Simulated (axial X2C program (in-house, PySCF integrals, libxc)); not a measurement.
## RbC⁺: from Re and ωe to a spectrum

A bond curve at the CCSD(T) level, 2c, was computed with an axial X2C code built on PySCF integrals (basis Rb dyall-cv3z [12s13p8d4f1g], C dyall-v3z [7s6p2d1f] (cores contracted in-house)) for the state Ω = 2 (⟨Sz⟩ = 1.00, ⟨Lz⟩ = 1.00 at HF). Its fit gives Re = 3.3577 Å, ωe = 108.1 cm⁻¹, ωexe = 3.07 cm⁻¹ and αe = 4.107e-03 cm⁻¹; the masses are 84.9118 and 12.0000 u. Two-component means X2C with spin–orbit coupling and atomic mean-field Coulomb and Gaunt terms.

Correlated methods: 12 electrons correlated (number of frozen shells: Rb 3 s, 2 p, 1 d; C 1 s), 240 virtual spin orbitals or spinors in MP2, 90 natural virtuals in coupled cluster.

(1) Find the reduced mass, Be and the force constant.

(2) Estimate the centrifugal constant by the Kratzer relation.

(3) Where do the fundamental and the first overtone lie?

(4) Estimate De from a Morse curve and compare with the computed well depth of 0.150 eV to Rb+ + C.

(5) A Morse curve ties αe to the other constants (Pekeris). How well does that hold?

The state is one determinant whose occupation by symmetry is held fixed; it was picked as the lowest of a PBE0 search that is not exhaustive. Dissociation energies refer to the lowest single-determinant-based atoms at the same level and basis. CCSD and (T) use frozen natural virtuals with an MP2 correction for the truncation; (T) itself is uncorrected, so its De runs slightly low. The 2c atoms are single determinants rather than J levels; their spin–orbit lowering is only partly caught, and De is too large by that part. This holds for CCSD(T). Other states lie close and PBE0, whose exact exchange favours high spin, may order them wrongly; the determinant shown need not be the ground state. The nearest other 2c determinant of the search, Ω = 1, lies 0.13 eV up at the distance of the search. With several unpaired electrons one determinant need not be a pure state. Open-shell Ω = 0 determinants with evenly filled partner blocks cannot be reached by this program, so the Ω shown need not be the lowest component. The bond is weak, and without diffuse functions and with truncated virtuals even CCSD(T) can be tens of per cent off in De.

Results:

(1) From the CCSD(T) values: μ = 10.5141 u. Be = 16.8576/(μ Re²) = 0.1422 cm⁻¹. k = 5.8918×10⁻⁷ μ ωe² = 0.0724 mdyn/Å.

(2) D = 4Be³/ωe² = 9.85e-07 cm⁻¹.

(3) ν(1←0) = ωe − 2ωexe = 102.0 cm⁻¹; ν(2←0) = 2ωe − 6ωexe = 197.8 cm⁻¹.

(4) De(Morse) = ωe²/(4ωexe) = 0.118 eV against 0.150 eV computed, a ratio of 0.79. The extrapolation falls short: long-range attraction (ionic or ion–induced dipole) or a change of character along the curve can cause this.

(5) αe(Morse) = 6Be²/ωe × (√(ωexe/Be) − 1) = 4.093e-03 cm⁻¹; the CCSD(T) curve gives 4.107e-03 cm⁻¹, a ratio of 1.00.
